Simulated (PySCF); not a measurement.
Al(F)(H)(NCO) (CHAlFNO), SMILES O=C=[N][AlH][F]. Atoms are numbered in the order given.

```xyz
6

Al     0.4924    -1.1991     0.0000
F     -0.8359    -2.1955     0.0000
H      1.9259    -1.8125     0.0000
N      0.2000     0.5437     0.0000
C     -0.0325     1.7256     0.0000
O     -0.2511     2.8750     0.0000
```
Charge 0, spin multiplicity 1.

Geometry optimised at B3LYP-D3(BJ)/def2-SVP. One conformer was computed; it need not be the lowest.

Level of theory: PySCF with PBE0/pcJ-1.

Isotropic couplings with Fermi-contact, spin-dipole and both spin-orbit terms, one fixed conformer, no vibrational averaging. Isotopes: 13C, 14N, 19F, 1H.

Question: Estimate the spin–spin coupling constants. (Estimate from the structure and the level; the computed values follow.)

Answer: 
```
pair   bonds apart  J (Hz)
-----  -----------  ------
N4–C5            1    35.7
F2–H3            2    83.6
F2–N4            2    -0.5
H3–N4            2    16.4
H3–C5            3     6.2
```
